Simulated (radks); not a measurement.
The numbers below are computed, except where a source is named.
Species: Ar V. Configuration: [He] 2s2 2p5 3s2 3p3 (not the ground configuration). Code: a radial shooting solver on a logarithmic mesh with Libxc functionals. Model: scalar-relativistic Kohn-Sham, r2SCAN, spin-polarised, spherical densities, finite nucleus; open shells are filled with parallel spins first; meta-GGA in the generalised Kohn-Sham scheme; Fermi nuclear charge, rms radius 3.4274 fm.

X-ray form factor f0, the Fourier transform of the density (f0(0) = 14):

| sin(theta)/lambda (1/angstrom) | f0 (electrons) |
|---|---|
| 0.05 | 13.818 |
| 0.1 | 13.300 |
| 0.15 | 12.525 |
| 0.2 | 11.597 |
| 0.25 | 10.622 |
| 0.3 | 9.689 |
| 0.4 | 8.140 |
| 0.5 | 7.065 |
| 0.6 | 6.325 |
| 0.8 | 5.226 |
| 1 | 4.234 |
| 1.25 | 3.164 |
| 1.5 | 2.396 |
| 2 | 1.613 |
